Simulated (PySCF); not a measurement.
Electrostatic solvation of a mixed set.

Level: wB97X-D/def2-SVPD in PySCF, non-relativistic, each on one gas-phase PBE0-D3(BJ)/def2-SVP geometry that isn't relaxed in the solvent. The solvent is an IEF-PCM continuum (van der Waals radii × 1.2). Specific hydrogen bonds and non-electrostatic terms are outside this model. Spin–orbit coupling is left out although an atom past zinc is present.

Question: Order them by E(solvent) − E(gas) in water (ε = 78.36), most negative first (kcal/mol).
A. `[CH2:1]=[C:2]1[CH:3]=[C:4]([CH:5]([Cl:6])[Cl:7])[CH:8]=[C:9]1[Cl:10]` with C3–C4–C5–Cl6 118°
B. `C#C[C@H]1CC=C1C(Cl)(Cl)Cl`
C. `[NH2:1][GeH2:2][GeH2:3][SiH3:4]` with H–N1–Ge2–Ge3 62° and -173°, N1–Ge2–Ge3–Si4 24°
D. `C=C1C=CC(C(Cl)(Cl)Cl)=C1`

Answer: A (-5.6), B (-5.1), D (-4.3), C (-3.2).

| SMILES | charge | ΔE (kcal/mol) | polarisation term (kcal/mol) | HOMO shift (eV) | dipole gas (D) | dipole solvent (D) | atoms | lowest singlet, gas (eV) | lowest singlet, solvent (eV) |
| --- | --- | --- | --- | --- | --- | --- | --- | --- | --- |
| C=C1C=C(C(Cl)Cl)C=C1Cl | 0 | -5.6 | -6.8 | +0.10 | 3.06 | 4.46 | 15 | 3.34 | 3.43 |
| C#C[C@H]1CC=C1C(Cl)(Cl)Cl | 0 | -5.1 | -5.9 | +0.05 | 2.35 | 3.31 | 15 | 6.25 | 6.19 |
| C=C1C=CC(C(Cl)(Cl)Cl)=C1 | 0 | -4.3 | -5.1 | +0.07 | 3.14 | 4.39 | 15 | 3.63 | 3.71 |
| [NH2][GeH2][GeH2][SiH3] | 0 | -3.2 | -3.7 | +0.09 | 1.19 | 1.69 | 13 | 6.02 | 6.13 |

The polarisation term is half the interaction of the solute with the induced surface charges. Singlets are vertical TDDFT energies (frozen core, non-equilibrium response), the lowest in each medium.

Note: wB97X-D ran without an empirical dispersion term, which enters the total energy and its gradient alone.
